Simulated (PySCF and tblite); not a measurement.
Values are calculated unless marked as measured or tabulated.
System: C5H2N2O2, numbered as in [N:1]#[C:2][c:3]1[o:4][cH:5][n:6][c:7]1[CH:8]=[O:9].

Motion: rotation about the C7–C8 bond (torsion C3–C7–C8–O9 from 0° to 180°, rising). GFN2-xTB gives an electronic barrier of 6.0 kcal/mol and a reaction energy of 2.5 kcal/mol.

PBE0/pcSseg-1 + D3(BJ) on GFN2-xTB geometries gives 8.7 kcal/mol and k(298 K) = 6.4×10⁶ s⁻¹.

Q: What does PBE0/IGLO-II + D3(BJ) give on GFN2-xTB geometries?

A: A barrier of 8.2 kcal/mol, 0.5 below the first DFT barrier (from unrounded values), a reaction energy of 1.8 kcal/mol and, with GFN2-xTB thermal terms, ΔG‡(298 K) = 8.1 kcal/mol and k = 1.4×10⁷ s⁻¹ (2 equivalent paths).

Programs: tblite and PySCF.
